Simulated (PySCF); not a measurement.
Positional isomers: propene boryl. Gas-phase values, no solvent. One relaxed conformer stands for each flexible species; it need not be the lowest. Strings in code marks are SMILES.

The LUMO from two functionals at the same geometries (PBE0-D4/def2-TZVP), both in PySCF: PBE-D3(BJ)/def2-TZVP and B3LYP-D3(BJ)/def2-TZVP. B3LYP has the VWN-RPA correlation part, as in Gaussian. 

| species | PBE-D3(BJ)/def2-TZVP (eV) | B3LYP-D3(BJ)/def2-TZVP (eV) |
|---|---|---|
| `BC(=C)C` | -2.93 | -2.15 |
| `C(=C\B)/C` | -2.75 | -1.98 |
| `B/C=C\C` | -2.89 | -2.12 |
| `BCC=C` | -2.36 | -1.56 |

Over these rows, drawn at random from the members with no instability flagged (it was tested for open shells, ions and some series alone), PBE minus B3LYP-D3(BJ): mean -0.78 eV, from -0.80 eV to -0.76 eV.
